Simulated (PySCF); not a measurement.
# A small calculation by hand: refractive index and permittivity of the vapour

Ge(F)2(Br)(OH) (BrF₂GeHO), SMILES [Ge]([Br])([F])([F])[OH].

The structure is a stationary point at r2SCAN-D4/def2-SVP. One conformer was computed; it need not be the lowest.

PySCF with PBE/def2-TZVP gives a mean static polarisability of 49.3 bohr³ and a dipole moment of 1.14 D. Take an ideal gas at 298.15 K and 0.1 bar, whether or not the substance is that volatile.

### Question
Work out n − 1 in the optical limit and the static ε − 1.

### Answer

Polarisability volume α' = 49.3 × 0.148185 = 7.31 Å³. Number density N = p/kT = 2.43e-6 Å⁻³.
Dilute limit of Lorentz–Lorenz: n − 1 = 2π N α' = 0.00011.
Orientation term of Debye: μ²/(3kT) = 8.098 Å³ × μ²(D²) = 10.52 Å³.
ε − 1 = 4π N (α' + μ²/3kT) = 0.00054. Orientation of the dipole supplies 59 % of the static response; it can't follow optical fields. Vibrational polarisation and dispersion are left out.
